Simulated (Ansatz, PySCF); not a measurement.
C₄H₈BN, SMILES NB1CC=CC1.

Coordinates come from a B3LYP-D3(BJ)/def2-SVP optimisation. This is a generated structure with no PubChem entry under its InChIKey; it may be hypothetical. Other conformers were not sampled.

Vertical ionisation energy (IE) and electron affinity (EA) in eV. Rows of orbital energies are one-electron estimates. Where ΔSCF, EOM or ADC give a negative EA the extra electron is unbound and the value depends on the basis.

| level | IE | EA |
|---|---|---|
| −ε(HOMO), −ε(LUMO), HF/def2-TZVP (PySCF) | 9.01 | -3.17 |
| −ε(HOMO), −ε(LUMO), PBE/def2-TZVP (PySCF) | 5.50 | 0.19 |
| ΔSCF, CAM-B3LYP/def2-SVPD (Ansatz), final states of multiplicity 2 and 2 | 8.80 | -1.32 |
| ΔSCF, PBE/def2-SVPD (Ansatz), final states of multiplicity 2 and 2 | 8.50 | -1.07 |

Question: What vertical singlet–triplet gap does ΔSCF give with CAM-B3LYP/def2-SVPD (Ansatz, a first-principles code) and with PBE/def2-SVPD (Ansatz)? (Estimate from the structure and the level; the computed values follow.)

Answer: 4.23 and 4.28 eV (triplet above singlet where positive).
